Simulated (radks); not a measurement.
Values are calculated unless marked as measured or tabulated.
Problem. The mean radii <r> (bohr) of the occupied orbitals of an atom or ion are listed with their occupations. Level of theory: scalar-relativistic Kohn-Sham, PBE, spin-polarised, spherical densities, finite nucleus; Fermi nuclear charge, rms radius of each element as measured or else 0.836 A^(1/3) + 0.57 fm (a radial shooting solver on a logarithmic mesh with Libxc functionals).

| orbital | occ. | <r> |
|---|---|---|
| 1s | 2 | 0.03185 |
| 2s | 2 | 0.1382 |
| 2p | 6 | 0.1204 |
| 3s | 2 | 0.3744 |
| 3p | 6 | 0.3721 |
| 3d | 10 | 0.3472 |

Name the element and its charge. Open shells, if any, are filled with parallel spins first.

Solution. Z = 46, palladium, charge +18: Pd18+ in [Ar] 3d10. The 1s radius gives Z: for a bare nucleus <r> = (2 gamma + 1)/(2Z) with gamma = sqrt(1 - (Z/c)^2), 0.03135 bohr for Z = 46, and screening makes it slightly larger (0.03185 here). The occupations add up to 28, and the charge is Z minus that.
